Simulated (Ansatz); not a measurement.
Relaxation of the cluster Zr₄O₈⁻ with UKS PBE-D4/def2-SVP.

```sh
$ ansatz run in.yaml --threads 4 --pin off --events-out ev --progress --plain --max-ram 6963MiB
```

```yaml
crystal:
  periodic: [false, false, false]
  atoms:
    - {symbol: Zr, position_ang: [-1.016070, -1.471150, -1.837060]}
    - {symbol: Zr, position_ang: [-1.618800, -0.293250, 1.155730]}
    - {symbol: Zr, position_ang: [1.300640, 0.928120, 2.008050]}
    - {symbol: Zr, position_ang: [1.475330, 0.567910, -1.241700]}
    - {symbol: O, position_ang: [-0.175490, -0.217370, 2.425340]}
    - {symbol: O, position_ang: [1.772600, 1.971650, -2.288490]}
    - {symbol: O, position_ang: [-3.118550, 0.602010, 1.478600]}
    - {symbol: O, position_ang: [1.862000, 2.157810, 3.155580]}
    - {symbol: O, position_ang: [-1.652910, -1.784960, -0.058620]}
    - {symbol: O, position_ang: [-2.019100, -1.842830, -3.251160]}
    - {symbol: O, position_ang: [2.341910, 0.458170, 0.472140]}
    - {symbol: O, position_ang: [0.848430, -1.076110, -2.018410]}
basis:
  gaussian: {orbitals: def2-SVP}
total_charge: -1
magnetization: {spin_polarized: true, initial_magnetization: 1}
hamiltonian: {xc: pbe, dispersion: d4}
scf: {lower_state_search: "off"}
output: {orbitals: {seedname: orbitals}}
relax: {f_tol: 0.03, max_steps: 70}
```

It took 8 min on 4 threads of Intel Xeon on a shared host.

Positions (Å) and forces (eV/Å) at steps 1, 2, 3, 4, 5, 6, 7, 8, 9, 10, 11, 12, 13, 14, 15, 16, 17, 18, 19 of 19:

```xyz
12
step=1 energy=-21489.3994 eV
Zr   -1.016   -1.471   -1.837   -1.010   -0.585   -1.488
Zr   -1.619   -0.293    1.156   -0.994    0.413    0.331
Zr    1.301    0.928    2.008    0.692    1.176    1.319
Zr    1.475    0.568   -1.242    0.355    0.783   -0.721
O    -0.175   -0.217    2.425   -0.244   -0.854    1.856
O     1.773    1.972   -2.288    0.187    1.018   -0.731
O    -3.119    0.602    1.479   -1.049    0.659    0.211
O     1.862    2.158    3.156    0.509    0.846    0.952
O    -1.653   -1.785   -0.059   -0.994   -1.701    0.529
O    -2.019   -1.843   -3.251   -0.727   -0.423   -1.086
O     2.342    0.458    0.472    2.035   -0.268    0.083
O     0.848   -1.076   -2.018    1.241   -1.064   -1.254
12
step=2 energy=-21490.6899 eV
Zr   -1.075   -1.604   -1.961    0.010   -0.201   -0.051
Zr   -1.733   -0.372    1.275   -0.344   -0.042    0.213
Zr    1.407    0.968    2.160    0.133   -0.072    0.139
Zr    1.632    0.564   -1.336    0.290    0.142   -0.248
O    -0.191   -0.168    2.540   -0.057    0.252    0.117
O     1.782    2.055   -2.345   -0.084   -0.291    0.230
O    -3.200    0.660    1.493    0.328   -0.171   -0.080
O     1.957    2.234    3.306    0.073    0.008    0.102
O    -1.760   -1.831   -0.099   -0.220    0.087   -0.155
O    -2.099   -1.949   -3.393   -0.028   -0.098   -0.072
O     2.433    0.537    0.503    0.031    0.280    0.038
O     0.847   -1.094   -2.143   -0.131    0.106   -0.233
12
step=3 energy=-21490.8362 eV
Zr   -1.101   -1.634   -2.005   -0.094    0.011   -0.118
Zr   -1.754   -0.413    1.313   -0.441    0.251    0.107
Zr    1.434    0.997    2.205    0.021    0.140    0.084
Zr    1.686    0.542   -1.355    0.103    0.408   -0.307
O    -0.208   -0.095    2.569    0.046    0.163   -0.080
O     1.659    2.092   -2.295   -0.058   -0.589    0.399
O    -3.141    0.749    1.406    0.574   -0.405   -0.087
O     2.077    2.148    3.435   -0.047   -0.280   -0.158
O    -1.824   -1.805   -0.143    0.001    0.129   -0.137
O    -2.078   -2.138   -3.435    0.197   -0.026    0.243
O     2.440    0.619    0.513   -0.132    0.120    0.055
O     0.809   -1.061   -2.208   -0.170    0.078    0.000
12
step=4 energy=-21490.9289 eV
Zr   -1.133   -1.585   -2.028   -0.426   -0.139   -0.595
Zr   -1.766   -0.434    1.335   -0.384    0.279    0.053
Zr    1.410    1.056    2.194    0.234    0.538    0.492
Zr    1.715    0.532   -1.367    0.032    0.401   -0.263
O    -0.218   -0.041    2.565    0.101    0.053   -0.073
O     1.571    2.103   -2.249   -0.029   -0.473    0.309
O    -3.086    0.801    1.342    0.448   -0.334   -0.056
O     2.186    2.017    3.531   -0.305   -0.570   -0.592
O    -1.853   -1.768   -0.173    0.079    0.039   -0.096
O    -2.023   -2.325   -3.432    0.469    0.222    0.678
O     2.422    0.672    0.515   -0.102    0.001    0.083
O     0.775   -1.026   -2.232   -0.117   -0.018    0.060
12
step=5 energy=-21491.0976 eV
Zr   -1.171   -1.390   -2.006   -0.207   -0.108   -0.305
Zr   -1.812   -0.537    1.427   -0.186    0.106    0.043
Zr    1.290    1.165    2.079    0.149    0.247    0.287
Zr    1.841    0.479   -1.409    0.054    0.150   -0.120
O    -0.205   -0.076    2.537    0.088    0.073   -0.105
O     1.472    2.072   -2.173   -0.029   -0.251    0.173
O    -2.982    0.829    1.265    0.266   -0.193   -0.037
O     2.154    1.941    3.465   -0.219   -0.304   -0.389
O    -1.815   -1.771   -0.156    0.084    0.073   -0.089
O    -1.962   -2.307   -3.348    0.261    0.182    0.399
O     2.405    0.635    0.511   -0.130    0.014    0.070
O     0.785   -1.039   -2.190   -0.131    0.012    0.072
12
step=6 energy=-21491.1735 eV
Zr   -1.169   -1.282   -1.963   -0.120   -0.053   -0.171
Zr   -1.845   -0.621    1.499   -0.274    0.079    0.112
Zr    1.217    1.192    1.994    0.076    0.142    0.156
Zr    1.943    0.432   -1.441    0.153    0.163   -0.188
O    -0.214   -0.097    2.512    0.281    0.033   -0.027
O     1.410    2.019   -2.101   -0.082    0.005    0.042
O    -2.886    0.820    1.212    0.078    0.011   -0.052
O     2.090    1.936    3.381   -0.137   -0.154   -0.230
O    -1.797   -1.760   -0.132    0.168   -0.088   -0.206
O    -1.939   -2.225   -3.289    0.141    0.127    0.226
O     2.392    0.616    0.489   -0.082   -0.074    0.268
O     0.800   -1.029   -2.161   -0.204   -0.191    0.071
12
step=7 energy=-21491.2496 eV
Zr   -1.168   -1.156   -1.915    0.173   -0.003    0.218
Zr   -1.909   -0.688    1.578   -0.190    0.825   -0.402
Zr    1.133    1.224    1.896   -0.060   -0.229   -0.157
Zr    2.053    0.413   -1.494   -0.633    0.711   -0.075
O    -0.197   -0.158    2.449   -0.016    0.004   -0.116
O     1.253    1.986   -1.986    0.313   -0.792    0.306
O    -2.741    0.871    1.093    0.488   -0.737    0.166
O     2.024    1.914    3.288   -0.064   -0.013   -0.087
O    -1.719   -1.758   -0.091    0.067    0.094    0.020
O    -1.904   -2.145   -3.214    0.035    0.093    0.079
O     2.353    0.538    0.471   -0.096   -0.025   -0.050
O     0.820   -1.040   -2.075   -0.016    0.073    0.097
12
step=8 energy=-21491.3623 eV
Zr   -1.133   -1.140   -1.862   -0.021    0.127    0.027
Zr   -1.907   -0.657    1.557   -0.069    0.501   -0.277
Zr    1.112    1.182    1.852   -0.083    0.057   -0.090
Zr    2.020    0.436   -1.488   -0.390    0.397   -0.013
O    -0.188   -0.203    2.443   -0.119   -0.090   -0.033
O     1.099    1.967   -1.878    0.166   -0.577    0.262
O    -2.605    0.929    0.970    0.404   -0.527    0.084
O     1.979    1.926    3.232   -0.056   -0.003   -0.075
O    -1.690   -1.784   -0.063   -0.007    0.023    0.153
O    -1.898   -2.079   -3.182    0.023    0.079    0.059
O     2.363    0.490    0.467    0.022   -0.052   -0.139
O     0.847   -1.066   -2.047    0.130    0.067    0.042
12
step=9 energy=-21491.5155 eV
Zr   -1.125   -1.076   -1.825   -0.016    0.091    0.022
Zr   -1.882   -0.655    1.540   -0.055    0.205   -0.102
Zr    1.067    1.188    1.793   -0.048    0.044   -0.066
Zr    2.002    0.425   -1.470   -0.161    0.177   -0.010
O    -0.171   -0.235    2.438   -0.037   -0.053   -0.014
O     0.965    1.903   -1.751   -0.036   -0.355    0.255
O    -2.445    0.943    0.859    0.357   -0.255   -0.070
O     1.924    1.952    3.168   -0.117    0.017   -0.147
O    -1.661   -1.809   -0.050    0.013   -0.005    0.070
O    -1.900   -1.997   -3.152    0.022    0.164    0.092
O     2.367    0.451    0.473    0.012   -0.046   -0.060
O     0.858   -1.090   -2.024    0.066    0.015    0.030
12
step=10 energy=-21491.7580 eV
Zr   -1.087   -1.009   -1.760   -0.190    0.243   -0.141
Zr   -1.863   -0.679    1.545   -0.005    0.444   -0.288
Zr    1.013    1.161    1.712   -0.090    0.318   -0.035
Zr    2.009    0.397   -1.458   -0.398    0.312    0.057
O    -0.146   -0.293    2.438   -0.203   -0.151   -0.018
O     0.838    1.814   -1.626    0.127   -0.727    0.388
O    -2.286    0.943    0.771    0.569   -0.629    0.038
O     1.805    2.061    3.050   -0.209   -0.097   -0.303
O    -1.625   -1.846   -0.030   -0.041    0.019    0.258
O    -1.934   -1.801   -3.132    0.126    0.249    0.251
O     2.384    0.392    0.481    0.069   -0.075   -0.242
O     0.891   -1.140   -1.992    0.243    0.093    0.034
12
step=11 energy=-21492.0714 eV
Zr   -1.083   -0.935   -1.725    0.071    0.279    0.205
Zr   -1.854   -0.687    1.543    0.098    0.159   -0.164
Zr    0.964    1.177    1.649   -0.203   -0.016   -0.286
Zr    2.009    0.386   -1.450   -0.227    0.063    0.096
O    -0.142   -0.307    2.430   -0.082   -0.090   -0.020
O     0.733    1.716   -1.496   -0.148   -0.433    0.385
O    -2.121    0.919    0.680    0.500   -0.263   -0.165
O     1.750    2.078    2.984   -0.198    0.054   -0.245
O    -1.610   -1.853   -0.018    0.006   -0.008    0.129
O    -1.929   -1.721   -3.095    0.022    0.290    0.139
O     2.384    0.373    0.478    0.038   -0.068   -0.110
O     0.899   -1.146   -1.979    0.123    0.033    0.038
12
step=12 energy=-21492.4765 eV
Zr   -1.060   -0.864   -1.667    0.054    0.355    0.227
Zr   -1.838   -0.687    1.532    0.107    0.040   -0.094
Zr    0.911    1.166    1.573   -0.250    0.018   -0.339
Zr    1.997    0.378   -1.437   -0.124   -0.031    0.092
O    -0.135   -0.330    2.428   -0.151   -0.154   -0.033
O     0.625    1.621   -1.364   -0.187   -0.440    0.433
O    -1.956    0.899    0.584    0.539   -0.256   -0.217
O     1.673    2.111    2.892   -0.259    0.123   -0.308
O    -1.594   -1.872   -0.005    0.005   -0.008    0.225
O    -1.928   -1.605   -3.050   -0.006    0.398    0.146
O     2.393    0.346    0.479    0.060   -0.109   -0.193
O     0.912   -1.162   -1.966    0.212    0.063    0.062
12
step=13 energy=-21492.9804 eV
Zr   -1.030   -0.792   -1.597    0.068    0.418    0.283
Zr   -1.830   -0.694    1.530    0.144   -0.077   -0.044
Zr    0.855    1.145    1.488   -0.299    0.007   -0.408
Zr    1.997    0.369   -1.429   -0.045   -0.135    0.108
O    -0.134   -0.356    2.425   -0.216   -0.200   -0.022
O     0.535    1.513   -1.229   -0.131   -0.379    0.389
O    -1.790    0.856    0.496    0.460   -0.253   -0.198
O     1.576    2.162    2.779   -0.321    0.179   -0.377
O    -1.577   -1.892    0.016   -0.016   -0.019    0.301
O    -1.935   -1.455   -3.000   -0.028    0.502    0.165
O     2.403    0.316    0.474    0.095   -0.131   -0.257
O     0.930   -1.174   -1.951    0.289    0.087    0.060
12
step=14 energy=-21493.3638 eV
Zr   -0.990   -0.725   -1.516   -0.012    0.355    0.141
Zr   -1.828   -0.714    1.538    0.052   -0.281    0.144
Zr    0.798    1.108    1.398   -0.231    0.104   -0.283
Zr    2.013    0.354   -1.427    0.206   -0.234    0.017
O    -0.140   -0.387    2.427   -0.201   -0.208   -0.008
O     0.496    1.419   -1.132   -0.137   -0.212    0.288
O    -1.670    0.799    0.444    0.327   -0.127   -0.194
O     1.458    2.230    2.642   -0.392    0.137   -0.486
O    -1.565   -1.915    0.044   -0.006   -0.037    0.289
O    -1.947   -1.269   -2.940    0.018    0.584    0.264
O     2.419    0.285    0.463    0.095   -0.146   -0.231
O     0.957   -1.184   -1.940    0.283    0.064    0.059
12
step=15 energy=-21493.7771 eV
Zr   -0.953   -0.655   -1.440    0.018    0.060    0.057
Zr   -1.843   -0.761    1.573    0.112   -0.123   -0.019
Zr    0.738    1.077    1.310   -0.061   -0.016   -0.067
Zr    2.065    0.328   -1.440    0.031   -0.131    0.089
O    -0.156   -0.420    2.427   -0.079   -0.133    0.000
O     0.505    1.352   -1.081   -0.062   -0.108    0.091
O    -1.606    0.736    0.430    0.167   -0.047   -0.043
O     1.337    2.293    2.500   -0.438    0.068   -0.569
O    -1.553   -1.931    0.079    0.039   -0.065    0.145
O    -1.956   -1.085   -2.876    0.078    0.623    0.352
O     2.431    0.252    0.444    0.051   -0.124   -0.081
O     0.991   -1.187   -1.927    0.144   -0.002    0.046
12
step=16 energy=-21494.0360 eV
Zr   -0.912   -0.634   -1.378   -0.160    0.163   -0.350
Zr   -1.829   -0.789    1.576   -0.283   -0.100    0.311
Zr    0.708    1.026    1.259   -0.073    0.370    0.143
Zr    2.080    0.303   -1.427    0.277    0.043   -0.247
O    -0.157   -0.456    2.437    0.042   -0.104    0.022
O     0.501    1.326   -1.069    0.117   -0.303    0.090
O    -1.573    0.722    0.430    0.198   -0.263    0.080
O     1.217    2.358    2.360   -0.341   -0.013   -0.448
O    -1.535   -1.963    0.100    0.066   -0.060    0.011
O    -1.967   -0.901   -2.814    0.104    0.451    0.320
O     2.446    0.214    0.445    0.007   -0.095    0.025
O     1.019   -1.206   -1.918    0.046   -0.090    0.044
12
step=17 energy=-21494.2379 eV
Zr   -0.892   -0.599   -1.352   -0.102    0.097   -0.244
Zr   -1.811   -0.846    1.610   -0.081   -0.047    0.122
Zr    0.675    1.015    1.224   -0.051    0.248    0.115
Zr    2.121    0.249   -1.425    0.084   -0.008   -0.073
O    -0.134   -0.488    2.448   -0.010   -0.112   -0.023
O     0.524    1.269   -1.083    0.028   -0.203    0.082
O    -1.542    0.685    0.475    0.169   -0.153    0.024
O     1.082    2.440    2.238   -0.206    0.027   -0.254
O    -1.530   -1.978    0.098    0.050   -0.007    0.080
O    -1.977   -0.707   -2.779    0.039    0.281    0.163
O     2.452    0.202    0.455   -0.001   -0.089   -0.060
O     1.031   -1.242   -1.908    0.081   -0.034    0.068
12
step=18 energy=-21494.3392 eV
Zr   -0.889   -0.574   -1.347   -0.157    0.082   -0.224
Zr   -1.772   -0.899    1.627   -0.008   -0.037    0.046
Zr    0.656    1.022    1.207   -0.011    0.266    0.108
Zr    2.142    0.186   -1.406    0.032   -0.030   -0.014
O    -0.091   -0.521    2.445   -0.030   -0.042    0.012
O     0.541    1.215   -1.080    0.003   -0.071    0.037
O    -1.507    0.646    0.501    0.065   -0.053    0.000
O     0.951    2.541    2.127   -0.099   -0.166   -0.185
O    -1.509   -1.996    0.090   -0.009   -0.008    0.044
O    -2.002   -0.512   -2.759    0.141    0.082    0.214
O     2.452    0.179    0.476    0.024   -0.020   -0.038
O     1.029   -1.288   -1.881    0.050   -0.003    0.001
12
step=19 energy=-21494.3552 eV
Zr   -0.887   -0.559   -1.343   -0.002   -0.004    0.002
Zr   -1.757   -0.926    1.637   -0.007    0.003    0.000
Zr    0.645    1.026    1.197    0.002   -0.003    0.001
Zr    2.155    0.158   -1.398    0.005    0.006   -0.004
O    -0.079   -0.534    2.449    0.006    0.010    0.004
O     0.551    1.193   -1.077   -0.001   -0.015    0.008
O    -1.495    0.626    0.510    0.014   -0.010   -0.001
O     0.888    2.577    2.064   -0.009   -0.005   -0.013
O    -1.502   -2.007    0.090   -0.003    0.001   -0.011
O    -2.007   -0.419   -2.736    0.007    0.010    0.012
O     2.455    0.168    0.483   -0.001    0.008    0.009
O     1.033   -1.304   -1.877   -0.010   -0.001   -0.007
```

In the def2 sets Zr takes a core potential; there is no spin–orbit coupling. The gap within one spin of the charge -1 doublet nearly closes, so an electron or hole may be smeared out by delocalisation error. The structure comes from a short search, and lower isomers may exist.
